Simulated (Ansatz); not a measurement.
Isolated molecules relaxed with PBE0-D4/def2-TZVP in Ansatz; ΔE leaves out vibrations. CCSD(T)/CBS is the MP2 limit (def2-TZVPP, def2-QZVPP) plus CCSD(T) − MP2 in def2-TZVPP, frozen cores. This one scheme is used for every species. Functionals use def2-TZVPP. For Ge, Se outer-core shells are correlated without core-valence functions, which leaves a few kJ/mol of doubt a bond. Scalar relativity is left out up to krypton. One conformer a species, not always the lowest.

Consider the formal exchange of groups at a Ge–C bond: `Cl[CH2][GeH2][SeH]` + `C=O` → `O=[CH][GeH2][SeH]` + `CCl`.

```tsv
level	ΔE (kJ/mol)	difference from CCSD(T)/CBS
PBE0-D4	-4.0	-6.9
ωB97M-V	-0.7	-3.6
PBE	-12.8	-15.7
r2SCAN	-8.9	-11.8
PBE0	-7.0	-9.9
HF/def2-TZVPP	-2.1	-5.0
SCS-MP2/def2-TZVPP	4.7	1.8
CCSD(T)/def2-TZVPP	2.7	-0.2
SCS-MP2/def2-QZVPP	4.6	1.7
HF/CBS(def2)	-2.6	-5.5
CCSD(T)/CBS	2.9	0
```

Largest T1 diagnostic among the species: 0.015.

The D4 term adds +5.5 kJ/mol with B3LYP and +3.0 kJ/mol with PBE0; it sums over pairs of atoms, weighted by their polarisabilities, and B3LYP, whose exchange is more repulsive, gets the larger term. In def2-TZVPP, CCSD(T) changes the Hartree–Fock value by +4.8 kJ/mol (the triples alone add −0.3 kJ/mol) and MP2 by +9.0 kJ/mol. From PBE to PBE0 (25 % exact exchange), in def2-TZVPP and without D4, ΔE moves by +5.8 kJ/mol.

B3LYP here is the variant with VWN-RPA as its local correlation; programs differ in this.
